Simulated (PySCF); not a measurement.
The halides of carbon, CF₂⁺ to CBr₂⁺

Level: PBE0 in the def2-TZVP basis family, all electrons, no relativity, computed in PySCF with density fitting; open shells unrestricted.

Each entry is the lowest minimum that a search over a few typed start shapes (and spin states, where more than one is plausible) found, or that minimum re-optimised at the stated level; isomers with ligand–ligand bonds, or fragments after loss of a ligand pair, can lie lower.

```csv
molecule,2S+1,point group,mean bond to C (Å),dipole (D),polar-tensor charge of C,lowest ω (cm⁻¹),highest ω (cm⁻¹)
CF₂⁺,2,C2v,1.214,1.05,1.34,650,1727
CCl₂⁺,2,C2v,1.582,0.16,0.88,348,1275
CBr₂⁺,2,C2v,1.741,0.23,0.75,221,1095
```

The bond lengthens at every step; the largest change, 0.368 Å, falls between CF₂⁺ and CCl₂⁺ among the members listed.

Left out of the table are members whose search was unfinished or whose lowest solution was spin-contaminated, unstable, very soft or bonded differently.
